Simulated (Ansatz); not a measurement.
Reaction (isomerisation): `CC(F)([SiH3])Br` → `FCC([SiH3])Br`

Isolated molecules relaxed with PBE0-D4/def2-TZVP in Ansatz; ΔE leaves out vibrations. CBS: MP2 limit from def2 TZ/QZ plus the TZ coupled-cluster correction, frozen cores. DFT in def2-TZVPP. B3LYP here is the variant with VWN-RPA as its local correlation; programs differ in this. For Br outer-core shells are correlated without core-valence functions, which leaves a few kJ/mol of doubt a bond. Scalar relativity is left out up to krypton. Each species was taken in one conformer, which may not be the lowest.

| level | ΔE (eV) |
| --- | --- |
| r2SCAN-D4 | 0.08 |
| B3LYP-D4 | 0.04 |
| ωB97X-V | 0.01 |
| r2SCAN | 0.08 |
| PBE0 | 0.02 |
| B3LYP | 0.02 |
| HF/def2-TZVPP | -0.11 |
| MP2/CBS(def2) | 0.00 |

Problem. What does CCSD(T)/CBS give? (Best estimate.)

Solution. Computed: -0.01 eV. The listed levels differ from it by 0.09, 0.05, 0.02, 0.09, 0.03, 0.03, -0.10, 0.01 eV.

Largest T1 diagnostic among the species: 0.010.

In def2-TZVPP, CCSD(T) changes the Hartree–Fock value by +0.08 eV (the triples alone add +0.02 eV) and MP2 by +0.09 eV. From PBE to PBE0 (25 % exact exchange), in def2-TZVPP and without D4, ΔE moves by −0.06 eV.
